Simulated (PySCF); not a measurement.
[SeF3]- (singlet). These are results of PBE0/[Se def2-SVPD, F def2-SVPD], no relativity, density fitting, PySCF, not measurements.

Harmonic bands of its minimum:

| ω (cm⁻¹) | IR (km/mol) |
| --- | --- |
| 189 | 10.1 |
| 217 | 13.1 |
| 289 | 0.2 |
| 448 | 413 |
| 455 | 1.9 |
| 620 | 82.9 |

Problem. The central atom is Se. Infer the point group and assign the bands.

Solution. C2v. The modes span 3a1 + b1 + 2b2: 189 a1, 217 b1, 289 b2, 448 b2, 455 a1, 620 a1. The computed geometry has Se–F 1.797 Å, Se–F 1.934 Å (×2); F–Se–F 86.5° (×2), F–Se–F 173.0°.

Other isomers or separated fragments may lie lower. The lowest empty level of this anion is unbound, so it and the gap depend on the basis.
